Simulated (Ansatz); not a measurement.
Computed with Ansatz on PBE0-D4/def2-TZVP structures; ΔE is electronic, products minus reactants. CBS: MP2 limit from def2 TZ/QZ plus the TZ coupled-cluster correction, frozen cores. This one scheme is used for every species. DFT in def2-TZVPP. Elements past krypton have def2 core potentials. For Sn outer-core shells are correlated without core-valence functions, which leaves a few kJ/mol of doubt a bond. One conformer a species, not always the lowest.

Consider the hydrogenolysis of the Sn–Cl bond: `C=[CH][SnH]([Cl])[Cl]` + H₂ → `C=[CH][SnH2][Cl]` + HCl.

```csv
species,RPA@PBE/def2-TZVPP energy (Eh)
`C=[CH][SnH]([Cl])[Cl]`,-1212.08114
H₂,-1.20767
`C=[CH][SnH2][Cl]`,-752.83030
HCl,-460.43307
```

Question: Work out ΔE.

Answer: ΔE = (-752.83030) + (-460.43307) − (-1212.08114) − (-1.20767) = 0.02544 Eh = +66.8 kJ/mol. CCSD(T)/CBS gives +82.0 kJ/mol.

Largest T1 diagnostic among the species: 0.012.

Leaving LDA and LC-ωPBE aside and taking each functional with its dispersion term where it has one, the values, not all of them listed here, spread over 10.2 kJ/mol, from CAM-B3LYP-D4 to BLYP-D4. LDA lies −4.9 kJ/mol from PBE without D4. From r2SCAN to r2SCAN0 (25 % exact exchange), in def2-TZVPP and without D4, ΔE moves by −4.1 kJ/mol. In def2-TZVPP, CCSD(T) changes the Hartree–Fock value by +3.9 kJ/mol (the triples alone add +4.1 kJ/mol) and MP2 by +14.1 kJ/mol.
